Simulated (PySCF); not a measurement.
N, quartet; B3LYP/def2-SV(P) (PySCF).

Input for PySCF:
```python
from pyscf import gto, scf, dft

mol = gto.Mole()
mol.atom = '''
    N     0.000000    0.000000    0.000000
'''
mol.basis = 'def2-sv(p)'
mol.charge = 0
mol.spin = 3
mol.verbose = 4
mol.build()

mf = dft.UKS(mol)
mf.xc = 'b3lyp'
mf.kernel()
mf.analyze()
```

It wrote (shortened):

```
PySCF version 2.14.0

[INPUT] verbose = 4
[INPUT] num. atoms = 1
[INPUT] num. electrons = 7
[INPUT] charge = 0
[INPUT] spin (= nelec alpha-beta = 2S) = 3
[INPUT] symmetry False subgroup None
[INPUT] Mole.unit = angstrom
[INPUT] Symbol           X                Y                Z      unit          X                Y                Z       unit  Magmom
[...]
nuclear repulsion = 0
number of shells = 6
number of NR pGTOs = 24
number of NR cGTOs = 14
basis = def2-sv(p)
ecp = {}

******** <class 'pyscf.dft.uks.UKS'> ********
method = UKS
initial guess = minao
damping factor = 0
level_shift factor = 0
DIIS = <class 'pyscf.scf.diis.CDIIS'>
diis_start_cycle = 1
diis_space = 8
diis_damp = 0
SCF conv_tol = 1e-09
SCF conv_tol_grad = None
SCF max_cycles = 50
direct_scf = True
direct_scf_tol = 1e-13
number electrons alpha = 5  beta = 2
XC library pyscf.dft.libxc version 7.1.2
    S. Lehtola, C. Steigemann, M. J. T. Oliveira, and M. A. L. Marques,  SoftwareX 7, 1–5 (2018)
XC functionals = b3lyp
    P. J. Stephens, F. J. Devlin, C. F. Chabalowski, and M. J. Frisch,  J. Phys. Chem. 98, 11623 (1994)
radial grids:
    Treutler-Ahlrichs [JCP 102, 346 (1995); DOI:10.1063/1.469408] (M4) radial grids

becke partition: Becke, JCP 88, 2547 (1988); DOI:10.1063/1.454033
pruning grids: <function nwchem_prune>
grids dens level: 3
symmetrized grids: False
atomic radii adjust function: <function treutler_atomic_radii_adjust>
small_rho_cutoff = 0
Set gradient conv threshold to 3.16228e-05
tot grids = 13904
init E= -54.3217654100836

cycle= 1 E= -54.5200508886946  delta_E= -0.198  |g|= 0.163  |ddm|= 0.833
cycle= 2 E= -54.5331362177003  delta_E= -0.0131  |g|= 0.0898  |ddm|= 0.283
cycle= 3 E= -54.5377515160523  delta_E= -0.00462  |g|= 0.00566  |ddm|= 0.118
cycle= 4 E= -54.5377816596894  delta_E= -3.01e-05  |g|= 0.00011  |ddm|= 0.0125
cycle= 5 E= -54.5377816687693  delta_E= -9.08e-09  |g|= 2.56e-06  |ddm|= 0.000215
cycle= 6 E= -54.5377816687748  delta_E= -5.52e-12  |g|= 9.78e-08  |ddm|= 5.48e-06
Extra cycle  E= -54.5377816687748  delta_E=    0  |g|= 4.77e-08  |ddm|= 2.12e-07
converged SCF energy = -54.5377816687748  <S^2> = 3.7529207  2S+1 = 4.0014601
**** SCF Summaries ****
Total Energy =                         -54.537781668774834
Nuclear Repulsion Energy =               0.000000000000000
One-electron Energy =                  -73.900601636440413
Two-electron Energy =                   19.362819967665580
Two-electron Coulomb Energy =           26.162786286301561
DFT Exchange-Correlation Energy =       -6.799966318635983
**** MO energy ****
                             alpha | beta                alpha | beta
[...]
To work with the spin densities directly, `use mulliken_meta_spin()` only printing them here.

 ** Mulliken spin pop alpha/beta on meta-lowdin orthogonal AOs **
 ** Mulliken Spin Density (per AO)  **
spin_pop of  0 N 1s       -0.00002
spin_pop of  0 N 2s        0.00168
spin_pop of  0 N 3s       -0.00167
spin_pop of  0 N 2px       0.99954
spin_pop of  0 N 2py       0.99954
spin_pop of  0 N 2pz       0.99954
spin_pop of  0 N 3px       0.00046
spin_pop of  0 N 3py       0.00046
spin_pop of  0 N 3pz       0.00046
spin_pop of  0 N 3dxy      0.00000
spin_pop of  0 N 3dyz      0.00000
spin_pop of  0 N 3dz^2     0.00000
spin_pop of  0 N 3dxz      0.00000
spin_pop of  0 N 3dx2-y2    0.00000
 ** Mulliken Spin Density (per atom)  **
spin density of  0 N =      3.00000
 ** Mulliken pop alpha/beta on meta-lowdin orthogonal AOs **
 ** Mulliken pop       alpha | beta **
[...]
In total             5.00000 | 2.00000
 ** Mulliken atomic charges   ( Nelec_alpha | Nelec_beta ) **
charge of  0N =     -0.00000  (     5.00000      2.00000 )
Dipole moment(X, Y, Z, Debye): -0.00000,  0.00000,  0.00000
```
